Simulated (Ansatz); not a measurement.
Geometry optimisation, RKS PBE0/def2-SVP (Ansatz 0.2.0).

Input:

```yaml
crystal:
  periodic: [false, false, false]
  atoms:
    - { symbol: O, position_ang: [1.68, -0.4075, -0.4614] }
    - { symbol: B, position_ang: [0.2284, -0.4411, -0.0617] }
    - { symbol: O, position_ang: [-0.4229, -1.7389, 0.1519] }
    - { symbol: C, position_ang: [-0.5356, 0.9042, 0.1402] }
    - { symbol: F, position_ang: [-0.6507, 1.5924, -1.0608] }
    - { symbol: F, position_ang: [-0.0145, 1.6859, 1.1179] }
    - { symbol: H, position_ang: [1.63, -0.3816, -1.4591] }
    - { symbol: H, position_ang: [-0.1865, -1.917, 1.1164] }
    - { symbol: H, position_ang: [-1.6397, 0.6573, 0.4994] }
basis:
  gaussian: { orbitals: def2-SVP }
hamiltonian:
  xc: pbe0
relax:
  f_tol: 0.02
  max_steps: 50
output:
  orbitals: {}
```

Command:

```bash
$ ansatz run input.yaml --threads 2 --pin off --max-ram 3072MiB --backend cpu --events-out ev --progress --plain --runs-dir out
```

Where does it end, and by what steps?

The forces met the threshold. After 17 steps the energy has fallen by 1.964 eV; O3 moved furthest, 0.80 Å.

| step | energy less start (eV) | largest force component (eV/Å) | accepted |
| --- | --- | --- | --- |
| 0 | 0.0000 | 4.030 | yes |
| 1 | -0.6898 | 2.274 | yes |
| 2 | -1.0235 | 1.688 | yes |
| 3 | -1.2240 | 3.188 | yes |
| 4 | -1.6154 | 1.814 | yes |
| 5 | -1.7977 | 1.278 | yes |
| 6 | -1.8594 | 0.885 | yes |
| 7 | -1.7928 | 2.467 | no |
| 8 | -1.9203 | 0.433 | yes |
| 9 | -1.9465 | 0.328 | yes |
| 10 | -1.9512 | 0.201 | yes |
| 11 | -1.9581 | 0.129 | yes |
| 12 | -1.9545 | 0.394 | no |
| 13 | -1.9619 | 0.152 | yes |
| 14 | -1.9626 | 0.173 | yes |
| 15 | -1.9636 | 0.050 | yes |
| 16 | -1.9639 | 0.045 | yes |
| 17 | -1.9640 | 0.009 | yes |

```xyz
9
Properties=species:S:1:pos:R:3
O 1.180 -0.749 -0.805
B 0.161 -0.531 0.057
O -0.279 -1.488 0.900
C -0.560 0.903 0.085
F -0.099 1.641 -0.977
F -0.236 1.572 1.221
H 1.354 0.036 -1.340
H 0.230 -2.304 0.829
H -1.663 0.875 0.012
```

The run took 38 s on 2 threads of Arm Neoverse V2, with other jobs on the host, peak memory 0.2 GiB.
